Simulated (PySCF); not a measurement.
# Two-component Hartree-Fock for S⁺ (sulfur, charge +1)

Start: [Ne] 3s2 3p3; 3p1/2 filled at m_j = -1/2, +1/2; 3p3/2 filled at m_j = +3/2. Calculated with PySCF 2.14 in x2c-SVPall-2c with one added diffuse shell each of s, p type (5s5p1d, 25 functions): generalised Hartree-Fock with the X2C-1e Hamiltonian and a Gaussian nucleus; one run each with spin-orbit coupling (SO) switched off, then screened by Boettger's factors.

```tsv
spinor shell	electrons	ε, spin-free (eV)	ε, screened SO (eV)	weight of nominal j (screened SO)	rms radius, screened SO (bohr)
1s1/2	2	-2521.8	-2521.8	1.000	0.112
2s1/2	2	-257.83	-257.83	1.000	0.517
2p1/2	2	-193.40	-194.66	0.810	0.489
2p3/2	4	-193.40	-192.76	0.905	0.492
3s1/2	2	-33.915	-33.915	1.000	1.79
3p1/2	2	-23.471	-23.492	0.511	2.06
3p3/2	1	-23.471	-23.430	1.000	2.07
```

```tsv
quantity	spin-free	screened SO
E (hartree)	-398.09877	-398.09916
M_J	3/2	3/2
⟨J²⟩	3.751	3.751
⟨L²⟩	0.000	0.001
⟨S²⟩	3.751	3.750
```

Each row is a mean over spinors that exchange with the open shell spreads, by up to 9.261 eV (3s1/2).

Rows whose weight is well below 1 are mixtures of j = l ± 1/2: exchange outweighs spin-orbit coupling there, and the label is only the starting occupation.

Without spin-orbit coupling the j labels of p, d and f shells carry no meaning; the spin-free column gives the mean over the occupied spinors of each nl shell.
